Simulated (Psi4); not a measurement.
Psi4 input (wB97X-D/6-311+G**):

```
memory 1500 MB

molecule {
-1 1
B     0.06491544   -0.21498043    0.25707852
F     1.22275782   -0.93661742    0.43030786
F    -0.78669751   -0.50748319    1.29658072
S    -0.26557000    0.87948797   -1.05171187
symmetry c1
no_reorient
no_com
}

set {
  basis 6-311+G**
  reference rks
  scf_type pk
  dft_radial_points 99
  dft_spherical_points 590
  e_convergence 1e-8
  d_convergence 1e-7
  maxiter 150
}

e = energy('wb97x-d')
print_out(f'\nFINAL {e:.10f} DIPOLE {variable("CURRENT DIPOLE")[0]:.6f} {variable("CURRENT DIPOLE")[1]:.6f} {variable("CURRENT DIPOLE")[2]:.6f}\n')
```

From the output:

```
    One-Electron Energy =               -1136.4745864467690808
    Two-Electron Energy =                 416.9948975569845970
    DFT Exchange-Correlation Energy =     -36.5750872170687202
    Empirical Dispersion Energy =          -0.0003157221414236
    VV10 Nonlocal Energy =                  0.0000000000000000
    Total Energy =                       -622.9547592349739489

Computation Completed

Properties will be evaluated at   0.000000,   0.000000,   0.000000 [a0]

Properties computed using the SCF density matrix

 Multipole Moments:

 ------------------------------------------------------------------------------------
     Multipole            Electronic (a.u.)      Nuclear  (a.u.)        Total (a.u.)
 ------------------------------------------------------------------------------------

 L = 1.  Multiply by 2.5417464519 to convert [e a0] to [Debye]
 Dipole X            :          0.2102363           -0.0000000            0.2102363
 Dipole Y            :         -0.6962392           -0.0000002           -0.6962394
 Dipole Z            :          0.8325793           -0.0000002            0.8325791
 Magnitude           :                                                    1.1055029

 ------------------------------------------------------------------------------------

FINAL -622.9547592350 DIPOLE 0.210236 -0.696239 0.832579

*** Psi4 exiting successfully. Buy a developer a beer!
```

The dipole moment of an ion depends on the origin.

The geometry given is a B3LYP-D3(BJ)/def2-TZVP minimum.
